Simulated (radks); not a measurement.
Problem. Excited configurations of As IV: one electron is placed in a higher orbital outside [Ar] 3d10 4s1. The ground configuration is [Ar] 3d10 4s2. Method: scalar-relativistic Kohn-Sham, PBEsol, spin-polarised, spherical densities, finite nucleus; open shells are filled with parallel spins first; Fermi nuclear charge, rms radius 4.0968 fm; computed with a radial shooting solver on a logarithmic mesh with Libxc functionals. Excitation = E - E(ground); binding = E(ion) - E, where the ion is the core of charge +4; n* = 4/sqrt(2 binding) in atomic units, and the quantum defect is n - n*.

outer orbital  excitation (eV)  binding (eV)     n*  quantum defect  eigenvalue (eV)  <r> (bohr)
5s                      27.213        22.910  3.083           1.917          -20.516       3.670
5d                      36.306        13.816  3.969           1.031          -12.179       5.361
6p                      38.550        11.572  4.337           1.663          -10.333       7.027
6d                      41.178         8.944  4.933           1.067           -7.979       8.655
7d                      43.841         6.281  5.887           1.113           -5.638       12.66

Estimate the row for 6s.

Solution. excitation (eV) 36.854; binding (eV) 13.269; n* 4.050; quantum defect 1.950; eigenvalue (eV) -11.886; <r> (bohr) 6.324. The Delta-SCF ionisation energy is 50.123 eV (NIST Atomic Spectra Database: 50.2 eV, measured). Self-interaction in the functional shifts the binding energies and quantum defects, so they are the method's values and not measured ones.
